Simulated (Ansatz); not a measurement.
Calculated with Ansatz (gas phase, PBE0-D4/def2-TZVP geometries, no zero-point term in ΔE). CBS: MP2 limit from def2 TZ/QZ plus the TZ coupled-cluster correction, frozen cores. This one scheme is used for every species. Functionals use def2-TZVPP. B3LYP here is the variant with VWN-RPA as its local correlation; programs differ in this. One conformer a species, not always the lowest.

Consider the hydrogenolysis of the Si–B bond: `B[Si](F)(Cl)O[SiH3]` + H₂ → `F[SiH](Cl)O[SiH3]` + BH₃.

`B[Si](F)(Cl)O[SiH3]`:

Z-matrix (Å, degrees):
```
Si
F 1 1.591
Cl 1 2.057 2 106.4
B 1 1.995 2 113.8 3 -113.6
O 1 1.611 2 107.8 3 118.0
H 4 1.193 1 121.0 2 25.2
H 4 1.193 1 119.9 2 -159.4
Si 5 1.647 1 148.0 2 -70.6
H 8 1.484 5 110.1 1 1.2
H 8 1.482 5 108.4 1 -119.2
H 8 1.482 5 108.4 1 121.6
```

H₂:

Z-matrix (Å, degrees):
```
H
H 1 0.746
```

`F[SiH](Cl)O[SiH3]`:

```xyz
9

F     1.875    1.328    1.036
Si    1.533    0.222   -0.045
Cl    1.498    1.142   -1.861
O     0.103   -0.425    0.283
Si   -1.540   -0.371    0.172
H     2.581   -0.803   -0.018
H    -2.056   -1.689    0.608
H    -2.059    0.700    1.057
H    -1.934   -0.104   -1.232
```

BH₃:

Z-matrix (Å, degrees):
```
B
H 1 1.193
H 1 1.193 2 120.0
H 1 1.193 2 120.0 3 180.0
```

Task: Is it downhill or uphill in electronic energy at CCSD(T)/CBS, and by how much? (An estimate is asked.)

Result: Computed: Downhill: ΔE = -38.2 kJ/mol.

Task: What do these levels give: PBE0-D4, B3LYP, HF/def2-TZVPP, CCSD/def2-TZVPP, HF/CBS(def2), MP2/CBS(def2)? (Best estimate.)

Result: The calculation gave: PBE0-D4 -30.7, B3LYP -43.6, HF/def2-TZVPP -65.6, CCSD/def2-TZVPP -44.5, HF/CBS(def2) -66.6, MP2/CBS(def2) -40.0 kJ/mol.

Largest T1 diagnostic among the species: 0.011.

The D4 term adds +8.4 kJ/mol with B3LYP and +4.7 kJ/mol with PBE0; it sums over pairs of atoms, weighted by their polarisabilities, and B3LYP, whose exchange is more repulsive, gets the larger term. From PBE to PBE0 (25 % exact exchange), in def2-TZVPP and without D4, ΔE moves by −7.8 kJ/mol. In def2-TZVPP, CCSD(T) changes the Hartree–Fock value by +25.6 kJ/mol (the triples alone add +4.5 kJ/mol) and MP2 by +23.7 kJ/mol.
